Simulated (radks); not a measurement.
Values are calculated unless marked as measured or tabulated.
The mean radii <r> (bohr) of the occupied orbitals of an atom or ion are listed with their occupations. Level of theory: Dirac Kohn-Sham, relativistic LDA (MacDonald-Vosko exchange, VWN5 correlation), spin-unpolarised, spherical densities, finite nucleus; Fermi nuclear charge, rms radius of each element as measured or else 0.836 A^(1/3) + 0.57 fm (a radial shooting solver on a logarithmic mesh with Libxc functionals).

orbital  occ.      <r>
1s1/2       2  0.06595

Name the element and its charge. Open shells, if any, fill j = l - 1/2 first.

Answer. Z = 23, vanadium, charge +21: V21+ in [He]. The 1s radius gives Z: for a bare nucleus <r> = (2 gamma + 1)/(2Z) with gamma = sqrt(1 - (Z/c)^2), 0.0646 bohr for Z = 23, and screening makes it slightly larger (0.06595 here). The occupations add up to 2, and the charge is Z minus that.
